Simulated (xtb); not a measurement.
GaF2Br, SMILES [F][Ga]([F])[Br]. All values are semi-empirical tight-binding results from xtb (GFN2-xTB unless named), good for trends rather than for accurate numbers. The structure is a stationary point at GFN2-xTB. The structure was generated by enumeration; whether it is a known compound was not checked.

For metal compounds this method's bond lengths and energies can be far off.

The point group as xtb finds it is C2v, the orbital gap is 3.53 eV and the zero-point energy is 2.2 kcal/mol. The G − E(el) at 298.15 K (modified RRHO) is -17.5 kcal/mol.
